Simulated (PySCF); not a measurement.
C2H2N3, charge -1, multiplicity 1.

```xyz
7

C      0.0000     1.0327     0.3225
N      0.0000     0.0000     1.1872
C      0.0000    -1.0327     0.3225
N      0.0000    -0.6773    -0.9611
N      0.0000     0.6773    -0.9611
H      0.0000     2.0794     0.6372
H      0.0000    -2.0794     0.6372
```
Charge -1, spin multiplicity 1.

Coordinates come from a PBE0-D3(BJ)/def2-SVPD optimisation. The spin state was assumed, not searched. The isomer is the one that the SMILES or the coordinates give; other isomers of the formula were not compared.

Level of theory: PBE/pcSseg-1 in PySCF. Non-relativistic, no solvent.

Computed absolute GIAO shielding of each atom: isotropic value and principal components (ppm):
| atom | σ(iso) | σ11 | σ22 | σ33 | span |
|---|---|---|---|---|---|
| C1 | 33.7 | -60.9 | 68.5 | 93.4 | 154.3 |
| N2 | -8.9 | -151.2 | -97.8 | 222.3 | 373.5 |
| C3 | 33.7 | -60.9 | 68.5 | 93.4 | 154.3 |
| N4 | -88.6 | -297.9 | -136.9 | 169.0 | 466.9 |
| N5 | -88.6 | -297.9 | -136.9 | 169.0 | 466.9 |
| H6 | 24.0 | 22.5 | 23.9 | 25.8 | 3.3 |
| H7 | 24.0 | 22.5 | 23.9 | 25.8 | 3.3 |
